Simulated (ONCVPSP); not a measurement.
## An all-electron radial function and its pseudo partner (molybdenum (Mo))

Columns: radius, all-electron u(r) and pseudo u(r) of the 4s shell (level -64.35 eV) of molybdenum in the configuration [Ar] 3d10 4s2 4p6 4d5 5s1; PBE, scalar-relativistic, ONCV scheme, ONCVPSP 4.0.1.

| r (bohr) | all-electron | pseudo |
| --- | --- | --- |
| 0.108 | 0.3789 | 0.1881 |
| 0.215 | -0.2469 | 0.3667 |
| 0.322 | -0.5961 | 0.5304 |
| 0.430 | -0.3574 | 0.6740 |
| 0.538 | 0.1127 | 0.7908 |
| 0.645 | 0.5510 | 0.8769 |
| 0.752 | 0.8634 | 0.9320 |
| 0.860 | 1.0411 | 0.9567 |
| 0.968 | 1.1034 | 0.9525 |
| 1.075 | 1.0836 | 0.9235 |
| 1.182 | 1.0128 | 0.8741 |
| 1.290 | 0.9133 | 0.8085 |
| 1.398 | 0.8028 | 0.7322 |
| 1.505 | 0.6933 | 0.6508 |
| 1.612 | 0.5903 | 0.5679 |
| 1.720 | 0.4962 | 0.4864 |
| 1.828 | 0.4134 | 0.4101 |
| 1.935 | 0.3426 | 0.3418 |
| 2.042 | 0.2823 | 0.2822 |
| 2.150 | 0.2311 | 0.2311 |
| 2.258 | 0.1885 | 0.1884 |
| 2.365 | 0.1535 | 0.1535 |
| 2.472 | 0.1247 | 0.1246 |
| 2.580 | 0.1008 | 0.1008 |
| 2.688 | 0.0814 | 0.0814 |
| 2.795 | 0.0657 | 0.0657 |

(1) How many radial nodes do the two functions have?

(2) At about which radius was the pseudo-wave matched?

(3) Where does each function peak?

(4) Is the pseudo-wave norm-conserving?

## Answers

(1) The all-electron 4s function has n − l − 1 = 3 (the table is too coarse to show those close to the nucleus); the pseudo-wave has 0, since the states of the same l below it are removed with the core.

(2) 2.15 bohr. The columns agree to 0.0005 from 2.04 bohr on; several derivatives are matched, so the curves merge somewhat inside the radius.

(3) Outermost all-electron maximum near 0.97 bohr, pseudo maximum near 0.86 bohr (to the table’s step).

(4) Yes: the ONCV scheme keeps the norm inside the radius equal to the all-electron one, which fixes the energy derivative of the logarithmic derivative at the level.
